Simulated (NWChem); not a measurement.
# Correlation energy of BN

```
B
N 1 1.3170
```
Charge 0, spin multiplicity 3.

Program: NWChem. All single points use one geometry, from UPBE0/def2-SVP, a minimum by its harmonic frequencies.

Basis set: STO-3G. Each correlation energy counts from its own Hartree-Fock reference.

The correlated methods keep 2 core orbitals frozen. This spin state was chosen for the runs; another may lie lower. The structure started from a generated list of species. The unpaired electrons of the parent sit in orbitals of symmetry a1 and b1 (C2v labels of the run); other states weren't searched. The stability of the SCF solutions was not checked. Open-shell Hartree-Fock references start from PBE0 orbitals. Coupled-cluster values serve here as a point of comparison, not as the truth.

**Question.** For the correlation energy, CCSD[T] on ROHF gives -116.4 mHa and UMP2 gives -74.6 mHa. What do SCS-UMP2, CCSDT on ROHF, CCSD on ROHF give?

**Answer.** SCS-UMP2: -70.8 mHa; CCSDT on ROHF: -114.2 mHa; CCSD on ROHF: -107.5 mHa.
